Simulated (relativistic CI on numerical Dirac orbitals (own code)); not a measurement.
## Line list: Electric-dipole lines, Se XVIII

Computed by Dirac-Coulomb-Breit CI, separate exchange-only KLI orbitals for each configuration, a model potential for QED, unscaled Slater integrals (own radial code, finite nucleus).

CI space (outside the closed core [Ne]): 3s²3p⁵, 3s3p⁶, 3s²3p⁴3d, 3s3p⁵3d, 3p⁶3d, 3s3p⁴3d², 3s²3p⁴4s, 3s²3p³3d4p, 3p⁶4s, 3s²3p⁴4p, 3p⁶4p, 3s3p⁴3d4s, 3s²3p³3d², 3s²3p²3d³, 3s3p³3d³, 3s²3p²3d²4s, 3s²3p²3d²4p. Double excitations out of closed p, d and f shells are left out; levels of such configurations are missing from the list, as are those of other unlisted configurations, and high levels can miss mixing partners.

| λ vac (Å) | Lower | Upper | A (s⁻¹) | log gf | S velocity/length |
| --- | --- | --- | --- | --- | --- |
| 103.39 | 3s²3p⁴3d ⁴D5/2 [4] | 3s²3p³3d² ⁴D°5/2 [143] | 9.86e+10 | -0.02 | 0.82 |
| 105.13 | 3s²3p⁴3d ²G9/2 [21] | 3s²3p³3d² ²G°9/2 [180] | 1.47e+11 | 0.39 | 0.88 |
| 107.20 | 3s3p⁶ ²S1/2 [3] | 3s3p⁵3d ²P°3/2 [86] | 2.23e+11 | 0.19 | 0.96 |
| 107.45 | 3s²3p⁵ ²P°3/2 [1] | 3s²3p⁴3d ²D5/2 [29] | 3.08e+11 | 0.51 | 1.03 |
| 107.61 | 3s²3p⁴3d ⁴F7/2 [9] | 3s²3p³3d² ²F°7/2 [152] | 9.89e+10 | 0.14 | 0.99 |
| 107.88 | 3s²3p⁴3d ⁴F9/2 [8] | 3s²3p³3d² ⁴F°9/2 [145] | 2.36e+11 | 0.61 | 0.94 |
| 107.92 | 3s3p⁶ ²S1/2 [3] | 3s3p⁵3d ²P°1/2 [82] | 2.21e+11 | -0.11 | 0.97 |
| 108.10 | 3s²3p⁵ ²P°3/2 [1] | 3s²3p⁴3d ²P3/2 [28] | 2.65e+11 | 0.27 | 0.94 |
| 108.38 | 3s²3p⁵ ²P°1/2 [2] | 3s²3p⁴3d ²D3/2 [31] | 2.99e+11 | 0.32 | 1.01 |
| 108.54 | 3s²3p⁴3d ⁴F9/2 [8] | 3s²3p³3d² ⁴D°7/2 [142] | 1.15e+11 | 0.21 | 0.71 |
| 108.77 | 3s²3p⁴3d ⁴D7/2 [6] | 3s²3p³3d² ⁴P°5/2 [127] | 1.66e+11 | 0.25 | 0.82 |
| 109.63 | 3s²3p⁴3d ⁴D5/2 [4] | 3s²3p³3d² ⁴P°3/2 [123] | 2.23e+11 | 0.21 | 0.83 |
| 110.11 | 3s²3p⁴3d ⁴F9/2 [8] | 3s²3p³3d² ²F°7/2 [137] | 9.23e+10 | 0.13 | 0.77 |
| 111.53 | 3s²3p⁴3d ²F7/2 [24] | 3s²3p³3d² ²G°9/2 [180] | 1.33e+11 | 0.40 | 1.08 |
| 112.43 | 3s²3p⁵ ²P°3/2 [1] | 3s²3p⁴3d ²S1/2 [27] | 2.62e+11 | 0.00 | 1.04 |
| 113.10 | 3s²3p⁵ ²P°1/2 [2] | 3s²3p⁴3d ²P1/2 [30] | 2.11e+11 | -0.09 | 0.94 |
| 114.36 | 3s²3p⁴3d ²G9/2 [21] | 3s²3p³3d² ²H°11/2 [158] | 1.33e+11 | 0.49 | 1.15 |
| 114.69 | 3s²3p⁴3d ⁴F9/2 [8] | 3s²3p³3d² ⁴G°11/2 [125] | 1.18e+11 | 0.45 | 1.12 |
| 117.68 | 3s²3p⁴3d ⁴F7/2 [9] | 3s²3p³3d² ²G°9/2 [119] | 1.03e+11 | 0.33 | 1.12 |
| 118.97 | 3s²3p⁴3d ⁴F5/2 [13] | 3s²3p³3d² ⁴G°7/2 [126] | 1.01e+11 | 0.23 | 1.10 |

Terms are leading LS components. Brackets give the number of a level in order of energy, since labels repeat. The list gives strong lines, with weight on those to low levels, among the lowest 200 of 2504 levels, so that lines to higher ones, which can be the strongest, are missing. Levels whose partners in the same complex of configurations lie outside the list can be far off, and so can their lines. Rates are taken at the computed energies, electric ones in the length gauge. A velocity-to-length ratio far from 1 marks an uncertain rate.

At this charge energies of transitions that change n are usually good to better than 1 %, and those within a shell (Δn = 0) to a few per cent.

LS names give the leading component of a level, which can be under half, so a name can repeat, a term be missing and a line seem to break the LS rules.
